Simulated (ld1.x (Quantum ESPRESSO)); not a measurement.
**Varying the PAW potential for V**

Base potential:

```
Element                 : vanadium
Generator               : ld1.x (Quantum ESPRESSO) 7.5
Type                    : PAW
Functional              : LDA (PZ)
Relativity              : scalar-relativistic
Frozen core             : [Ne]
Valence charge          : 13
Reference configuration : 3s2 3p6 3d3 4s1.5 4p0 (charge +0.5)
Partial waves           : 3s (bound): rcut 1.25, rcutus 1.70 bohr; 4s (bound): rcut 1.25, rcutus 1.70 bohr; 3p (bound): rcut 1.40, rcutus 1.85 bohr; 4p (bound, empty): rcut 1.40, rcutus 1.85 bohr; 3d (bound): rcut 1.70, rcutus 1.85 bohr; 3d channel at -0.2 Ry: rcut 1.70, rcutus 1.85 bohr
Local potential         : all-electron potential smoothed inside 1.80 bohr (lloc = -1)
Core correction         : a·sin(br)/r model core inside 1.65 bohr
Augmentation charge     : PSQ, inside the norm-conserving radii
```

All-electron outer shells of the reference configuration (LDA (PZ), scalar-relativistic, ld1.x):

```tsv
shell	level (eV)	outermost node (bohr)	outermost maximum (bohr)
2p	-506.46	–	0.21
3s	-73.49	0.38	0.82
3p	-47.62	0.35	0.84
3d	-8.98	–	0.88
4s	-7.91	1.17	2.66
4p	-4.15	1.29	3.37
```

Cutoffs, loose and tight: the cutoffs (Ry, on a coarse ladder) from which the occupation-weighted sum of valence levels, in a spherical-Bessel basis at the reference potential, stays within 10 and 1 mRy of its value at 400 Ry. They do not see the model core or the augmentation charge, which bear on the density cutoff. Test errors are all-electron minus pseudo excitation energies from the reference, over the configurations 3s2 3p6 3d3 4s2 4p0; 3s2 3p6 3d3 4s1 4p0; 3s2 3p6 3d3 4s0 4p0; 3s1 3p6 3d3 4s2 4p0; 3s2 3p6 3d3 4s0 4p2; 3s2 3p6 3d4 4s0 4p0; 3s2 3p6 3d2 4s0 4p0 (two spin-polarised tests are not counted in the largest error). A dash means not determined; rows that change the core or the reference have their own tests. The largest error is taken over the tests solved by every variant that gives reliable tests at all: 3s2 3p6 3d3 4s0 4p0; 3s2 3p6 3d3 4s1 4p0; 3s2 3p6 3d3 4s2 4p0.

Cutoffs are not given where the Bessel-basis levels miss the radial ones by over 6 mRy, ghosts where they miss by over 20 mRy; a channel whose overlap is not positive is not tested.

A file whose overlap is not positive is unfit for use, and its test errors describe a broken file.

| change | outcome | cutoff, loose | cutoff, tight | bound ghosts | largest test error (meV) |
| --- | --- | --- | --- | --- | --- |
| base | generated, overlap not positive | – | – | not determined (overlap not positive) | -14 |
| local potential all-electron potential smoothed inside 0.72 bohr (lloc = -1) | generated, overlap not positive | – | – | not determined (overlap not positive) | test run stopped at test 1 of 9 (negative rho) |
| local potential all-electron potential smoothed inside 1.08 bohr (lloc = -1) | generated, overlap not positive | – | – | not determined (overlap not positive) | +2.9 |
| local potential all-electron potential smoothed inside 1.32 bohr (lloc = -1) | generated, overlap not positive | – | – | not determined (overlap not positive) | -9.1 |
| local potential all-electron potential smoothed inside 1.64 bohr (lloc = -1) | generated, overlap not positive | – | – | not determined (overlap not positive) | +3.0 |
| local potential all-electron potential smoothed inside 1.90 bohr (lloc = -1) | generated | 35 Ry | 50 Ry | none | +6.6 |

Question: What comes out with this change to the base: local potential all-electron potential smoothed inside 2.14 bohr (lloc = -1)?

Answer: outcome: generated; cutoff, loose: 35 Ry; cutoff, tight: 50 Ry; bound ghosts: none; largest test error (meV): +2.5.
